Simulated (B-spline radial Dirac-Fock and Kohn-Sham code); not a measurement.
Dipole and non-dipole photoemission parameters of Fe³⁺ 3d5/2

System: the Fe³⁺ ion, [Ar] 3d5; threshold 50.78 eV (orbital energy of the model). The computed values come from an atomic code on a B-spline grid: Dirac-Hartree-Slater photoionisation with a Latter tail; cross sections with all multipoles, angular parameters from the dipole term and its interference with E2.

The run's input, task.json:

```json
{"items": [{
  "Z": 26,
  "q": 3,
  "cfg": [[1, 0, 2], [2, 0, 2], [2, 1, 6], [3, 0, 2], [3, 1, 6], [3, 2, 5]],
  "A": 56,
  "rrms": 3.7377,
  "do": "xps",
  "hv": [50.5, 51.4, 60, 80, 100, 124.0, 132.0, 134.0, 139.0, 159.0, 281.0, 404.0, 499.0, 628.0, 705.0, 800, 1253.6, 1260.0, 1450.0, 1640.0, 2590.0, 2620.0, 3570.0, 4290.0, 7050.0, 7630.0, 9251.7, 12000, 13300.0, 15000]
}]}
```

Command: `python xray2_run.py task.json out`

```
hν (eV)    σ (kb)      β       γ      δ
     60      4320  0.285  -0.006  0.008
     80      3520  0.556   0.000  0.012
    100      2700  0.747   0.007  0.015
    124      1900  0.904   0.018  0.017
    132      1680  0.944   0.022  0.018
    134      1630  0.953   0.023  0.018
    139      1510  0.975   0.025  0.018
    159      1140  1.048   0.036  0.020
    281         ?      ?       ?      ?
    404      99.8  1.239   0.196  0.037
    499      52.7  1.216   0.251  0.043
    628      25.6  1.169   0.317  0.052
    705      17.6  1.139   0.352  0.056
    800      11.6  1.101   0.393  0.063
 1253.6      2.43  0.938   0.529  0.094
   1260      2.38  0.936   0.531  0.094
   1450      1.43  0.881   0.571  0.107
   1640     0.913  0.833   0.605  0.120
   2590     0.161  0.666   0.731  0.182
   2620     0.154  0.662   0.734  0.184
   3570    0.0446  0.559   0.822  0.242
   4290    0.0209  0.501   0.864  0.282
   7050   0.00254  0.369   0.931  0.417
   7630   0.00181  0.352   0.939  0.442
 9251.7  0.000782  0.316   0.956  0.509
  12000  0.000248  0.270   0.976  0.613
  13300  0.000157  0.252   0.980  0.658
  15000  9.11e-05  0.231   0.980  0.715
```

Problem. Give the values at 281 eV.

Solution. σ = 281 kb, β = 1.227, γ = 0.117, δ = 0.030.
